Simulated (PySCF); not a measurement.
## Excitation energy of Ag by level of theory

Ag [Kr] 4d10 5s1 (2S) → Ag [Kr] 4d9 5s1 5p1 (high-spin determinant), as a difference of total energies. Calculation: PySCF 2.14, in aug-cc-pwCVDZ-PP with ECP28MDF (6s6p5d3f, 70 functions); a scalar-relativistic core potential. Correlated levels: valence: 4s2 4p6 frozen; valence and next inner shell: nothing frozen outside the core potential. The calculations carry no spin-orbit coupling.

| method | excitation energy (eV) |
| --- | --- |
| UHF | 5.688 |
| LDA | 7.646 |
| PBE | 7.353 |
| PBE0 | 7.130 |
| r2SCAN | 7.053 |
| MN15 | 7.580 |
| r2SCAN0 | 6.930 |
| HSE06 | 7.131 |
| B2PLYP | 7.334 |
| MP2 (valence) | 7.537 |
| SCS-MP2 (valence) | 7.455 |
| MP2 (valence and next inner shell) | 7.388 |
| SCS-MP2 (valence and next inner shell) | 7.260 |

Task: How much does correlation contribute at MP2 (valence and next inner shell)?

Result: 7.388 − (5.688) = 1.700 eV, measured against UHF.

The determinant of the upper state mixes LS terms, which raises its energy above the lowest term, most at the Hartree-Fock and MP2 levels.
